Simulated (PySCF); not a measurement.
B3LYP-D3(BJ)/def2-SVP geometry optimisation, gas phase with PySCF 2.14 and geomeTRIC: [TiBr(NH3)5]2+, charge 2, multiplicity 2. Start (GFN2-xTB, shaken):

```
22

Ti    0.0012    0.0113    0.4676
Br   -0.0184    0.0038    2.9094
N    -0.0165    0.0492   -1.7218
H    -0.8151    0.5546   -2.1141
H    -0.0732   -0.9114   -2.1519
H     0.8232    0.4374   -2.1463
N     2.1604   -0.0434    0.2569
H     2.6215    0.8544    0.0381
H     2.5815   -0.6913   -0.4347
H     2.6398   -0.2813    1.1714
N    -2.2117   -0.0293    0.2761
H    -2.6367    0.9043    0.0794
H    -2.6467   -0.3129    1.1533
H    -2.5833   -0.6448   -0.4251
N    -0.0016    2.2085    0.3291
H     0.0167    2.6243   -0.6347
H     0.8088    2.6745    0.7960
H    -0.8132    2.6607    0.7608
N    -0.0007   -2.1801    0.3267
H     0.0771   -2.6049    1.2482
H     0.7827   -2.6230   -0.1926
H    -0.8575   -2.6264   -0.0843
```

```csv
step,E − E(start) / kcal mol⁻¹,largest force / Eh bohr⁻¹
0,0.00,0.03637
1,-6.08,0.00882
2,-6.49,0.00228
3,-6.62,0.00107
4,-6.65,0.00120
5,-6.66,0.00062
6,-6.66,0.00040
```

The optimisation met its thresholds. End point:

```
22

Ti   -0.0063    0.0055    0.4457
Br   -0.0092    0.0825    2.8116
N    -0.0231    0.0379   -1.8485
H    -0.8062    0.5662   -2.2505
H    -0.0908   -0.8918   -2.2792
H     0.8158    0.4557   -2.2676
N     2.2376   -0.0396    0.2717
H     2.6972    0.8524    0.0558
H     2.6672   -0.7185   -0.3669
H     2.5906   -0.2902    1.2041
N    -2.2517   -0.0137    0.2796
H    -2.7018    0.8917    0.1026
H    -2.6061   -0.2983    1.2016
H    -2.6906   -0.6600   -0.3858
N     0.0150    2.2575    0.3424
H     0.0386    2.7409   -0.5626
H     0.8156    2.6284    0.8679
H    -0.7964    2.6478    0.8361
N    -0.0144   -2.2451    0.3296
H     0.0540   -2.5645    1.3045
H     0.7634   -2.7101   -0.1522
H    -0.8599   -2.7006   -0.0323
```

Metal–donor distances, start → end: Br2 2.442 → 2.367 Å, N3 2.190 → 2.294 Å, N7 2.170 → 2.251 Å, N11 2.222 → 2.252 Å, N15 2.202 → 2.254 Å, N19 2.196 → 2.254 Å.

No frequencies were computed, so the end point may be a saddle point.

The job took 11 min on one thread of Arm Neoverse N1 (shared host), with 208 basis functions and a peak of 0.93 GiB, launched as `OMP_NUM_THREADS=1 python lf_run.py task.json out`.
